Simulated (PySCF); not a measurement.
**TaON: from structure and modes to constants**

Level of theory: PBE0/[Ta def2-TZVP with ECP60, O def2-TZVP, N def2-TZVP], scalar-relativistic core potentials, density fitting, no spin–orbit coupling, PySCF.

The singlet minimum has Cs symmetry. Masses (u): Ta 180.94800, O 15.99492, N 14.00307.

```xyz
3
charge 0 multiplicity 1, angstrom
Ta    0.0167    0.0000   -0.1493
O    -1.3795    0.0000    0.9032
N     1.3607    0.0000    0.9019
```

Harmonic wavenumbers (cm⁻¹): 379.8 (a', ×1), 906.8 (a', ×1), 1031.3 (a', ×1).

Task: Find the principal moments of inertia and the rotational constants. What kind of rotor is it?

Result: About the centre of mass I = 28.108, 56.778, 84.886 u Å². With B = 16.8576/I this gives 0.5997, 0.2969, 0.1986 cm⁻¹. The molecule is an asymmetric top with κ = -0.51.

Task: What is the harmonic zero-point energy?

Result: Half the sum of all 3 wavenumbers, 2318/2 = 1159 cm⁻¹, which is 13.9 kJ/mol (1 cm⁻¹ = 0.0119627 kJ/mol).

Task: Give the standard entropy (298.15 K, 1 bar) by its translational, rotational, vibrational and spin parts, and Cp.

Result: Sackur–Tetrode with M = 210.95 u gives 175.6; rotation with symmetry number 1 gives 97.6; vibration 5.3; spin R ln 1 = 0.0. The total is 278.5 J/(mol K), and Cp = 4 R + 9.8 = 43.1 J/(mol K).

Other isomers or separated fragments may lie lower. Spin–orbit coupling, left out here, can matter for elements this heavy.
